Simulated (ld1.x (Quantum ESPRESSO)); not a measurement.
## What the settings do to the PAW potential of hafnium

Base potential:

* Element: Hf
* Generator: ld1.x (Quantum ESPRESSO) 7.5
* Type: PAW
* Functional: LDA (PZ)
* Relativity: scalar-relativistic
* Frozen core: [Xe] 4f14
* Valence charge: 4
* Reference configuration: 5d2 6s1 6p1
* Partial waves: 6s (bound): rcut 2.15, rcutus 2.95 bohr; 6s channel at -0.1 Ry: rcut 2.15, rcutus 2.95 bohr; 6p (bound): rcut 3.10, rcutus 3.70 bohr; 6p channel at 0.75 Ry: rcut 3.10, rcutus 3.70 bohr; 5d (bound): rcut 2.85, rcutus 3.05 bohr; 5d channel at 2 Ry: rcut 2.85, rcutus 3.05 bohr
* Local potential: all-electron potential smoothed inside 2.30 bohr (lloc = -1)
* Core correction: Bessel-smoothed model core inside 2.45 bohr
* Augmentation charge: PSQ, inside the norm-conserving radii

Cutoffs, loose and tight: the cutoffs (Ry, on a coarse ladder) from which the occupation-weighted sum of valence levels, in a spherical-Bessel basis at the reference potential, stays within 10 and 1 mRy of its value at 400 Ry. They do not see the model core or the augmentation charge, which bear on the density cutoff. Test errors are all-electron minus pseudo excitation energies from the reference, over the configurations 5d2 6s2 6p0; 5d2 6s1 6p0; 5d2 6s0 6p0; 5d2 6s1.5 6p0; 5d2 6s0 6p2; 5d1 6s2 6p0; 5d3 6s0 6p0 (two spin-polarised tests are not counted in the largest error). A dash means not determined; rows that change the core or the reference have their own tests. The largest error is taken over the tests solved by every variant that gives reliable tests at all: 5d1 6s2 6p0; 5d2 6s0 6p0; 5d2 6s0 6p2; 5d2 6s1.5 6p0; 5d2 6s2 6p0; 5d3 6s0 6p0.

A true bound ghost makes a file unfit for plane-wave use even where its test errors are small: the radial tests pick states by their node count and pass the ghost by.

```tsv
change	outcome	cutoff, loose	cutoff, tight	bound ghosts	largest test error (meV)
base	generated	10 Ry	12 Ry	s	-63
all radii but the core radius scaled by about 0.76 (s 2.24, p 2.80, d 2.32 bohr, rcut 1.62/2.34/2.16); local potential all-electron potential smoothed inside 1.74 bohr (lloc = -1)	failed: new_paw_hamiltonian: negative rho	–	–	–	–
all radii but the core radius scaled by about 0.85 (s 2.52, p 3.16, d 2.60 bohr, rcut 1.84/2.64/2.44); local potential all-electron potential smoothed inside 1.96 bohr (lloc = -1)	failed: new_paw_hamiltonian: negative rho	–	–	–	–
all radii but the core radius scaled by about 0.93 (s 2.74, p 3.44, d 2.84 bohr, rcut 2.00/2.88/2.66); local potential all-electron potential smoothed inside 2.14 bohr (lloc = -1)	generated	10 Ry	12 Ry	s	-42
all radii but the core radius scaled by about 1.09 (s 3.22, p 4.04, d 3.34 bohr, rcut 2.34/3.38/3.12); local potential all-electron potential smoothed inside 2.52 bohr (lloc = -1)	generated	8 Ry	10 Ry	none	-38
all radii but the core radius scaled by about 1.13 (s 3.32, p 4.18, d 3.44 bohr, rcut 2.42/3.50/3.22); local potential all-electron potential smoothed inside 2.60 bohr (lloc = -1)	generated	8 Ry	10 Ry	none	-38
all radii but the core radius scaled by about 1.21 (s 3.56, p 4.46, d 3.68 bohr, rcut 2.60/3.74/3.44); local potential all-electron potential smoothed inside 2.78 bohr (lloc = -1)	generated	8 Ry	8 Ry	none	-38
all radii but the core radius scaled by about 1.31 (s 3.86, p 4.86, d 4.00 bohr, rcut 2.82/4.06/3.74); local potential all-electron potential smoothed inside 3.02 bohr (lloc = -1)	generated	6 Ry	6 Ry	none	-37
all radii but the core radius scaled by about 1.36 (s 4.02, p 5.06, d 4.16 bohr, rcut 2.94/4.24/3.90); local potential all-electron potential smoothed inside 3.14 bohr (lloc = -1)	generated	6 Ry	6 Ry	none	-39
```

Reading the sweep of the scale of all radii but the core radius (base = 1) (base included, trends over the rows without a ghost): The loose cutoff falls from 8 Ry at 1.09 to 6 Ry at 1.36. A larger radius leaves more room for a smooth pseudo-wave, so fewer plane waves are needed; a smaller one forces it to follow the all-electron wave where it bends sharply. Bound ghosts are found at 0.93, 1. The generation fails at 0.76, 0.85.
